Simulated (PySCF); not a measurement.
Polarisability and C₆ of Pd (palladium, neutral)

[Kr] 4d9 5s1, high-spin 3D determinant (an excited configuration). Calculation: PySCF 2.14, in x2c-QZVPPall with one added diffuse shell each of s, p, d, f, g type (14s9p8d5f3g, 143 functions); the spin-free X2C one-electron Hamiltonian (Gaussian nucleus). Coupled (time-dependent) response in atomic units; α is the mean over directions.

| method | mean α (bohr³) | α xx, yy, zz | C₆ (like pair) | S(−4) |
| --- | --- | --- | --- | --- |
| M06 | 50.17 | 50.73, 50.73, 49.05 | 401.6 | 1950 |

S(−4) is the Cauchy moment in α(ω) = α(0) + S(−4) ω² + …

Spin-orbit coupling is absent.

α(iu) at M06:

| u (hartree) | α(iu) (bohr³) |
| --- | --- |
| 0 | 50.17 |
| 0.0500 | 45.87 |
| 0.100 | 37.36 |
| 0.200 | 24.11 |
| 0.300 | 17.10 |
| 0.500 | 10.59 |
| 0.750 | 7.050 |
| 1.00 | 5.187 |
| 1.50 | 3.244 |
| 2.00 | 2.246 |
| 3.00 | 1.263 |
| 5.00 | 0.5611 |

A single London oscillator, α(iu) = α/(1 + u²/ω²), gives C₆ = (3/4) ω α². Matching the computed C₆ needs ω = 4 × 401.6 / (3 × 50.17²) = 0.213 hartree.

The components differ because the open shell of this determinant is not spherical; for a pure term their mean is the scalar polarisability.
